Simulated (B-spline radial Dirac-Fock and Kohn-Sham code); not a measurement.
**Two-hole binding energies of La⁴⁺**

System: La⁴⁺ in the configuration [Kr] 4d10 5s2 5p5.

Model: relaxed Dirac-Fock hole states (ΔSCF) with Breit and QED corrections and a finite nucleus. Program: a B-spline atomic structure program. U is the two-hole binding energy less the two single-hole energies, the effective repulsion of the holes after relaxation. Each two-hole energy is an average over J within one jj subconfiguration.

```
          holes  E(a) (eV)  E(b) (eV)  E(ab) (eV)  U (eV)
   1s⁻¹ 2p1/2⁻¹    38977.2     5945.7     45202.4   279.5
   1s⁻¹ 3d3/2⁻¹    38977.2      903.7     39957.5    76.6
           2s⁻²     6326.0     6326.0     12813.4   161.5
   2s⁻¹ 2p1/2⁻¹     6326.0     5945.7     12423.8   152.1
   2s⁻¹ 2p3/2⁻¹     6326.0     5537.7           ?       ?
2p1/2⁻¹ 2p3/2⁻¹     5945.7     5537.7     11662.4   179.0
        2p3/2⁻²     5537.7     5537.7     11252.6   177.2
   2p1/2⁻¹ 3s⁻¹     5945.7     1422.2      7438.4    70.5
   2s⁻¹ 3d5/2⁻¹     6326.0      886.9      7288.0    75.2
2p1/2⁻¹ 3p3/2⁻¹     5945.7     1181.0      7199.1    72.4
   2p3/2⁻¹ 3s⁻¹     5537.7     1422.2      7029.9    69.9
        3p1/2⁻²     1262.2     1262.2      2583.9    59.6
        3p3/2⁻²     1181.0     1181.0      2416.3    54.2
4d3/2⁻¹ 4d5/2⁻¹      154.8      151.8       330.8    24.2
```

Task: Give the missing two-hole energy and U.

Result: E(ab) = 12010.5 eV and U = 146.8 eV.

Run: 41 s of CPU time on 1 thread of Neoverse-V2 (shared host), peak memory 0.46 GiB.

Values without a named source are computed, but for edge energies of neutral atoms, which are taken from tables.
